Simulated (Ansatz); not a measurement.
A nudged elastic band was laid between two geometries of C₂H₈BFSi (13 atoms, charge 0, multiplicity 1).

Method: Ansatz, RKS B3LYP-D4/6-31G*.

```yaml
movable_images: 5
climbing_image: yes
spring: 5.0 eV/Å²
optimiser: quadratic models (default)
start_path: IDPP
force_threshold: 0.2 eV/Å
iteration_limit: 60
end_points: relaxed
```

Initial state:

```xyz
13
Properties=species:S:1:pos:R:3
B -1.774 -0.374 -0.700
C -0.386 -0.050 -1.296
Si 0.717 0.753 0.015
C 0.976 -0.378 1.480
F 2.149 1.054 -0.684
H -2.649 0.443 -0.700
H -1.983 -1.427 -0.167
H 0.171 -0.942 -1.614
H -0.422 0.677 -2.117
H 0.156 2.066 0.435
H 1.355 -1.355 1.161
H 0.025 -0.545 2.002
H 1.686 0.043 2.199
```

Final state:

```xyz
13
Properties=species:S:1:pos:R:3
B -1.425 -0.730 -1.066
C -0.070 -0.050 -1.362
Si 0.528 0.888 0.169
C 0.649 -0.230 1.661
F 2.002 1.475 -0.172
H -2.456 -0.140 -1.213
H -1.467 -1.842 -0.621
H 0.736 -0.761 -1.586
H -0.125 0.710 -2.152
H -0.353 2.057 0.436
H -0.350 -0.574 1.960
H 1.099 0.282 2.519
H 1.253 -1.118 1.442
```

Which bonds break or form, and what moves?

No bond is made or broken. The dihedral F5–Si3–C4–H13 goes from 57 to -65°.

What energy profile does the band end with?

The run converged. The highest image is number 3 of 0 to 6, 0.061 eV above the ends, which have the same energy within 2 meV. The threshold of 0.2 eV/Å is loose, so the images may lie well off the minimum-energy path. Another band between the same ends (5 images) ends at a top of the same energy, where a vibrational analysis finds 1 clearly imaginary mode.

```csv
image,path coordinate (Å),energy (eV),dihedral F5–Si3–C4–H13 (°)
0,0.00,0.000,57
1,0.60,0.014,38
2,1.19,0.045,17
3,1.79,0.061,-3
4,2.40,0.044,-25
5,3.01,0.013,-46
6,3.62,0.000,-65
```

What is the geometry of the highest image?


```xyz
13
Properties=species:S:1:pos:R:3:forces:R:3
B -1.511 -0.673 -1.033 0.00 -0.02 -0.07
C -0.139 -0.041 -1.351 0.00 0.01 0.02
Si 0.536 0.867 0.167 0.03 0.01 -0.06
C 0.748 -0.274 1.642 0.00 0.03 0.02
F 1.987 1.462 -0.250 -0.02 0.00 0.01
H -2.523 -0.044 -1.158 0.00 0.00 0.02
H -1.588 -1.792 -0.611 -0.01 0.01 0.03
H 0.635 -0.778 -1.602 0.00 0.00 0.00
H -0.185 0.730 -2.133 0.00 0.00 0.00
H -0.330 2.033 0.487 0.00 0.00 0.01
H 0.357 -1.275 1.431 0.01 0.00 0.02
H 0.227 0.121 2.521 0.00 -0.02 0.00
H 1.807 -0.371 1.904 -0.01 -0.02 0.00
```

Time of the run: 69 s on 2 threads of Arm Neoverse V1, on a shared host, peak memory 0.2 GiB.
